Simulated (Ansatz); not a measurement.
Start from `[OH][SnH]([OH])[OH]` and change one element to get `[OH][GeH]([OH])[OH]`.

Ansatz, PBE0-D4/def2-TZVP geometries, multiplicity 1. Each molecule was computed in one conformer, which needn't be the lowest.

Elements past krypton have def2 core potentials. Scalar relativity is left out up to krypton.

| property | `[OH][SnH]([OH])[OH]` |
| --- | --- |
| HOMO–LUMO gap (PBE0/def2-TZVPP) / eV | 7.82 |
| HOMO energy (PBE/def2-TZVPP) / eV | -7.07 |
| HOMO–LUMO gap (PBE/def2-TZVPP) / eV | 5.19 |
| HOMO–LUMO gap (B3LYP/def2-TZVPP) / eV | 7.19 |
| zero-point energy (PBE0-D4/def2-TZVP) / kJ/mol | 121.4 |
| LUMO energy (PBE0/def2-TZVPP) / eV | -0.91 |

(1) What does the change do to each property? (Estimate.)

Answers

(1) Computed: 
```
                                      property  `[OH][GeH]([OH])[OH]`  shift
          HOMO–LUMO gap (PBE0/def2-TZVPP) / eV                   9.15   1.33
             HOMO energy (PBE/def2-TZVPP) / eV                  -7.19  -0.12
           HOMO–LUMO gap (PBE/def2-TZVPP) / eV                   6.47   1.28
         HOMO–LUMO gap (B3LYP/def2-TZVPP) / eV                   8.48   1.29
zero-point energy (PBE0-D4/def2-TZVP) / kJ/mol                  129.1    7.7
            LUMO energy (PBE0/def2-TZVPP) / eV                   0.23   1.14
```

With PBE0 the HOMO falls by 0.19 eV and the LUMO rises by 1.14 eV, so the gap widens by about 1.33 eV. PBE moves the HOMO by -0.12 eV and ωB97M-V by -0.21 eV.

B3LYP here is the variant with VWN-RPA as its local correlation; programs differ in this.
